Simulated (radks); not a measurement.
Al, configuration [Ne] 3s2 3p1 (the NIST ground configuration). Calculated with a radial shooting solver on a logarithmic mesh with Libxc functionals: scalar-relativistic Kohn-Sham, PBE, spin-polarised, spherical densities, finite nucleus; open shells are filled with parallel spins first; Fermi nuclear charge, rms radius 3.061 fm. Some entries of the table are withheld. Estimate them.

orbital,occ.,eigenvalue (Ry),r(max) (bohr)
1s up,1,-111.0621,0.07836
1s down,1,-111.0588,0.07835
2s up,1,(1),(2)
2s down,1,(3),(4)
2p up,3,-5.11495,0.4286
2p down,3,-5.10978,0.4287
3s up,1,(5),2.101
3s down,1,(6),2.068
3p up,1,-0.22124,2.644
3p down,0,-0.16341,2.630

Answer. 
(1) 2s up eigenvalue (Ry): -7.94571
(2) 2s up r(max) (bohr): 0.4965
(3) 2s down eigenvalue (Ry): -7.94166
(4) 2s down r(max) (bohr): 0.4966
(5) 3s up eigenvalue (Ry): -0.59136
(6) 3s down eigenvalue (Ry): -0.53519
